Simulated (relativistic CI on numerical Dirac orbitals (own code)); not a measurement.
**Magnetism of Co⁵⁺, 3d4, in a crystal field**

Calculated by Dirac-Coulomb-Breit CI, KLI orbitals optimised for each configuration, a model potential for QED, valence Slater integrals scaled by 0.9, one configuration in a parametric crystal field (own radial code). With so little scaling, terms lie 10 to 35 % too far apart, which can change the order of excited levels.

Field parameters in Wybourne normalisation: Td as Oh with Dq negative (B⁴₀ = 21Dq, B⁴₄ = √(5/14) B⁴₀). The field is a parameter set, without covalency.

S is read from ⟨S²⟩ = S(S + 1).

Powder χT (cm³ K mol⁻¹) by Van Vleck's formula, with temperature-independent terms:

| Field | 2 K | 5 K | 10 K | 20 K | 50 K | 100 K | 200 K | 300 K |
| --- | --- | --- | --- | --- | --- | --- | --- | --- |
| Td, 10Dq = -2600 cm⁻¹ | 0.0268 | 0.0669 | 0.134 | 0.268 | 0.654 | 1.07 | 1.45 | 1.69 |
| Td, 10Dq = -6800 cm⁻¹ | 0.0529 | 0.132 | 0.265 | 0.527 | 1.1 | 1.45 | 1.72 | 1.93 |
| Td, 10Dq = -8900 cm⁻¹ | 0.061 | 0.153 | 0.305 | 0.604 | 1.2 | 1.5 | 1.76 | 1.97 |
| Td, 10Dq = -11000 cm⁻¹ | 0.0662 | 0.166 | 0.331 | 0.653 | 1.25 | 1.54 | 1.79 | 1.99 |
| Td, 10Dq = -13050 cm⁻¹ | 0.0688 | 0.172 | 0.344 | 0.677 | 1.28 | 1.56 | 1.8 | 2 |
| Td, 10Dq = -15150 cm⁻¹ | 0.0689 | 0.172 | 0.344 | 0.679 | 1.28 | 1.57 | 1.81 | 2 |
| Td, 10Dq = -17250 cm⁻¹ | 0.0664 | 0.166 | 0.332 | 0.656 | 1.27 | 1.57 | 1.81 | 2.01 |
| Td, 10Dq = -19350 cm⁻¹ | 0.0606 | 0.151 | 0.303 | 0.602 | 1.23 | 1.55 | 1.8 | 2 |

Q: For Td, 10Dq = -17250 cm⁻¹: what effective moment follows at 300 K?

A: μ_eff = √(8χT) = 4.01 μB. The ground level has S = 1.99; the spin-only moment for S = 2 is 4.90 μB. The difference comes from the orbital moment, spin-orbit mixing of terms and temperature-independent paramagnetism, all larger in this ionic model than in covalent complexes.
